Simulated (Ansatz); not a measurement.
Cd₃F₄⁺, relaxed as a doublet with UKS r2SCAN-D4/def2-SVP in Ansatz, starting from the GFN1-xTB geometry. Force threshold 0.02 eV/Å.

In the def2 sets Cd takes a core potential; there is no spin–orbit coupling. The structure comes from a short search, and lower isomers may exist.

Start:

| atom | x (Å) | y (Å) | z (Å) |
| --- | --- | --- | --- |
| Cd1 | 0.7727 | -0.8597 | -1.0186 |
| Cd2 | 0.3187 | 1.6728 | -0.3552 |
| Cd3 | -1.2227 | -0.1870 | 1.3167 |
| F4 | 0.1831 | 0.9859 | 1.8934 |
| F5 | -1.9327 | 0.8771 | -0.1082 |
| F6 | 2.2384 | -0.8116 | -2.1388 |
| F7 | -0.3574 | -1.6775 | 0.4107 |

```
         step  energy (eV)  largest force component (eV/Å)  SCF passes
            1  -24545.0176                           4.268          22
            2  -24546.3342                           1.089          30
            3  -24546.5612                           0.645          30
            4  -24546.6634                           0.596          29
            5  -24546.7852                           0.383          23
            6  -24546.9015                           0.371          21
            7  -24547.0317                           0.378          22
            8  -24547.1602                           0.239          23
            9  -24547.3359                           0.396          28
           10  -24547.5548                           0.432          28
           11  -24547.6749                           0.314          29
12 (rejected)  -24547.6402                           0.494          28
           13  -24547.6985                           0.150          23
           14  -24547.7141                           0.098          22
           15  -24547.7302                           0.026          22
           16  -24547.7328                           0.006          22
```

Force components are those of the run's own axes.

End:

```xyz
7

Cd    0.2209   -1.4133   -1.2893
Cd    0.7073    1.7671   -0.3775
Cd   -1.1659   -0.2635    1.5269
F     0.1146    1.4195    1.6258
F    -1.0332    0.3491   -0.6448
F     1.6022    0.1786   -1.4593
F    -0.4458   -2.0375    0.6181
```

Bonds formed: Cd1–F5, Cd2–F6 (atoms count from 1). Metal–metal contacts that move far: Cd1–Cd2 2.66 to 3.34 Å.

No frequencies were taken in this run, so the end may be a saddle point.

Hardware: 4 threads of Arm Neoverse V1 on a shared host. Wall time 100 s.
